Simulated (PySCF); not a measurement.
Compound: C₅H₁₄OSSi₂.
SMILES with atom numbers: `[CH3:1][O:2][C@@H:3]1[SiH2:4][C@H:5]([CH3:6])[Si@H:7]1[S:8][CH3:9]`

Structure used (GFN2-xTB), in Å, numbered top down from 1:
```
atom  x, y, z in Å
C1    -2.0543   -1.8817   -1.4126
O2    -0.8513   -1.1766   -1.2961
C3    -0.6072   -0.7053    0.0277
Si4   -1.6507    0.8361    0.5739
C5     0.0077    1.7927    0.7774
C6     0.1359    3.0992    0.0036
Si7    1.0277    0.3130    0.1074
S8     2.4381   -0.4052    1.5628
C9     2.8801   -1.9761    0.7562
H10   -2.9085   -1.2618   -1.1096
H11   -2.0472   -2.7865   -0.7893
H12   -2.1585   -2.1636   -2.4594
H13   -0.6589   -1.5567    0.7227
H14   -2.4621    1.3551   -0.5246
H15   -2.4480    0.6459    1.7857
H16    0.2361    1.9983    1.8251
H17   -0.5612    3.8436    0.3857
H18    1.1431    3.5039    0.0881
H19   -0.0790    2.9448   -1.0513
H20    1.6993    0.4436   -1.1812
H21    1.9804   -2.5459    0.5498
H22    3.5169   -2.5186    1.4464
H23    3.4168   -1.7712   -0.1645
```

NICS is the negative of the GIAO shielding at a point without a nucleus: at the ring centre (0) and 1 Å above and below it (1); zz is the component along the ring normal. Level: GIAO PBE0/pcSseg-1 (PySCF, non-relativistic, gas phase) on the GFN2-xTB geometry, one conformer.

Ring bond lengths (Å), with Mayer bond orders in brackets: C3–Si4 1.940 (0.86), Si4–C5 1.925 (0.89), C5–Si7 1.918 (0.90), Si7–C3 1.928 (0.83).

**Question.** What do the NICS probes read (ppm)?

**Answer.** 
```json
{"ring": "C3–Si4–C5–Si7", "type": "4-membered ring with 2 Si; formal bonds all single", "NICS(0)": "-1.1", "NICS(1), two faces": "-0.2 / -3.0", "NICS(1)zz, two faces": "5.4 / 2.4", "rms pucker (Å)": "0.04", "centre to ring atoms, mean (Å)": "1.36"}
```

**Question.** What can be read from them?

**Answer.** 
- C3–Si4–C5–Si7: mean NICS(1)zz 3.9 ppm, deshielded. C3, Si4, C5, Si7 have four or more neighbours; no verdict on aromaticity is drawn. The two faces differ by 3.0 ppm, so no symmetry operation interchanges them.

**Question.** List the ring angles and the Hirshfeld charges of the ring atoms.

**Answer.** 
- C3–Si4–C5–Si7: C3 91.4° (-0.135 e), Si4 87.8° (+0.323 e), C5 92.2° (-0.192 e), Si7 88.3° (+0.327 e); sum 359.7° against 360° for a flat convex ring.

**Question.** What are the shieldings of the ring atoms and their hydrogens in the same run (means over atoms taken as equivalent)?

**Answer.** 
```
atoms                  environment  σ isotropic (ppm)  principal values of the symmetric part, first atom (ppm)
   C3   sp3 carbon bound to oxygen              109.8                                         65.4, 93.6, 170.4
  Si4                 SiH2 silicon              382.0                                       347.6, 376.1, 422.1
   C5  sp3 carbon bound to silicon              176.6                                       158.6, 179.0, 192.0
  Si7                  SiH silicon              329.8                                       303.6, 316.6, 369.3
  H13             methine hydrogen              28.12                                          25.9, 27.6, 30.9
  H14                Si–H hydrogen              27.26                                          23.8, 26.5, 31.5
  H15                Si–H hydrogen              26.78                                          23.3, 24.7, 32.3
  H16             methine hydrogen              30.52                                          26.4, 30.1, 35.1
  H20                Si–H hydrogen              26.38                                          23.4, 25.7, 30.1
```
